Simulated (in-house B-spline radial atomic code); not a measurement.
Successive ionisation energies of fluorine; each step leads to the configuration of the next row (after the last: bare). Dirac energy differences include first-order Breit, QED and recoil terms. NIST's values go from ground level to ground level; the uncertainty of those that are theory runs from under 0.1 % in few-electron ions to several per cent in heavy many-electron ones. Computed with a radial B-spline atomic code at the basis-set limit: Dirac-Hartree-Fock, jj configuration that fills j = l - 1/2 first, finite nuclei.

A number in brackets counts the electrons of a j subshell.

```
ion               configuration  ionisation energy (eV)  tabulated value (eV)    tabulated kind  computed minus tabulated (eV)  highest orbital  largest mean radius (bohr)
  F  [He] 2s2 2p1/2(2) 2p3/2(3)                    17.2              17.42282          measured                           -0.2            2p1/2                      1.0866
 F+  [He] 2s2 2p1/2(2) 2p3/2(2)                       ?                     ?          measured                              ?                ?                           ?
F2+  [He] 2s2 2p1/2(2) 2p3/2(1)                    59.9              62.70798    semi-empirical                           -2.8            2p1/2                     0.91794
F3+           [He] 2s2 2p1/2(2)                    84.1                87.175    semi-empirical                           -3.1            2p1/2                     0.87858
F4+           [He] 2s2 2p1/2(1)                   114.2               114.249    semi-empirical                           -0.1            2p1/2                     0.84187
F5+                    [He] 2s2                   154.0              157.1631          measured                           -3.1            2s1/2                     0.80744
F6+                    [He] 2s1                       ?                     ?          measured                              ?                ?                           ?
F7+                         1s2                   952.6              953.8983  tabulated theory                           -1.3            1s1/2                      0.1737
F8+                         1s1                  1103.1              1103.118  tabulated theory                            0.0            1s1/2                     0.16643
```

(1) Fill in the row of F+.

(2) Fill in the row of F6+.

(3) Where is the largest jump?

(4) How far is this level of theory from the measured and semi-empirical values?

Answers

(1) ionisation energy (eV): 36.9; tabulated value (eV): 34.97081; computed minus tabulated (eV): 1.9; highest orbital: 2p1/2; largest mean radius (bohr): 0.97605.

(2) ionisation energy (eV): 185.0; tabulated value (eV): 185.1868; computed minus tabulated (eV): -0.1; highest orbital: 2s1/2; largest mean radius (bohr): 0.77655.

(3) From F6+ to F7+, by a factor of 5.15 (185.04 to 952.63 eV); the highest orbital goes from 2s1/2 to 1s1/2.

(4) Over those 7 rows the differences run from -3.15 to +1.91 eV (mean absolute value 1.6 eV). The calculation leaves out correlation and, in open shells, the multiplet splittings that an average leaves out.
